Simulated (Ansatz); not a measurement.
Geometry optimisation, RKS CAM-B3LYP-D4/6-31G (Ansatz 0.2.0).

Input file:

```yaml
crystal:
  periodic: [false, false, false]
  atoms:
    - { symbol: C, position_ang: [-2.2602, 0.9966, -0.502] }
    - { symbol: C, position_ang: [-1.1652, 0.5951, 0.3281] }
    - { symbol: F, position_ang: [-1.2677, 0.8136, 1.6492] }
    - { symbol: C, position_ang: [-0.0169, 0.0278, -0.1352] }
    - { symbol: C, position_ang: [0.9792, -0.5695, -0.6075] }
    - { symbol: Si, position_ang: [2.316, -1.0463, 0.5267] }
    - { symbol: H, position_ang: [-2.7286, 0.1942, -1.0358] }
    - { symbol: H, position_ang: [0.2202, 1.06507, 0.10134] }
    - { symbol: H, position_ang: [-3.077, 1.5168, 0.1534] }
    - { symbol: H, position_ang: [1.1021, -0.7618, -1.6222] }
    - { symbol: H, position_ang: [1.826, -2.0523, 1.5454] }
    - { symbol: H, position_ang: [3.4215, -1.6866, -0.2453] }
    - { symbol: H, position_ang: [2.8373, 0.1392, 1.2188] }
basis:
  gaussian: { orbitals: "6-31G" }
hamiltonian:
  xc: cam_b3lyp
  dispersion: d4
relax:
  f_tol: 0.02
  max_steps: 50
```

Command:

```bash
$ ansatz run input.yaml --threads 2 --pin off --max-ram 3072MiB --backend cpu --events-out ev --progress --plain --runs-dir out
```

Q: Where does it end, and by what steps?

A: It converged. Limits of this set-up: no polarisation functions. After 21 steps the energy has fallen by 6.993 eV; H10 moved furthest, 1.35 Å.

```tsv
step	energy less start (eV)	largest force component (eV/Å)	accepted
0	0.0000	7.589	yes
1	-2.5512	4.862	yes
2	-4.0521	2.761	yes
3	-5.0338	2.408	yes
4	-5.6300	2.202	yes
5	-6.1611	1.316	yes
6	-6.4988	0.670	yes
7	-6.7322	0.427	yes
8	-6.8552	0.323	yes
9	-6.9302	0.420	yes
10	-6.9388	1.081	yes
11	-6.9729	0.271	yes
12	-6.9843	0.083	yes
13	-6.9890	0.118	yes
14	-6.9900	0.130	yes
15	-6.9911	0.073	yes
16	-6.9915	0.027	yes
17	-6.9920	0.060	yes
18	-6.9924	0.035	yes
19	-6.9926	0.032	yes
20	-6.9927	0.030	yes
21	-6.9927	0.019	yes
```

```xyz
13
Properties=species:S:1:pos:R:3
C -2.195 0.595 -0.602
C -1.322 0.911 0.347
F -1.705 1.838 1.317
C 0.047 0.446 0.570
C 0.645 -0.567 -0.072
Si 2.428 -1.093 0.255
H -1.937 -0.107 -1.384
H 0.574 1.005 1.339
H -3.182 1.035 -0.615
H 0.084 -1.126 -0.820
H 2.488 -2.523 0.701
H 3.260 -0.965 -0.986
H 3.001 -0.217 1.325
```

Whether the end is a true minimum wasn't checked by a vibrational analysis.

Time of the run: 110 s on 2 threads of Arm Neoverse N1, with other jobs on the host, peak memory 0.2 GiB.
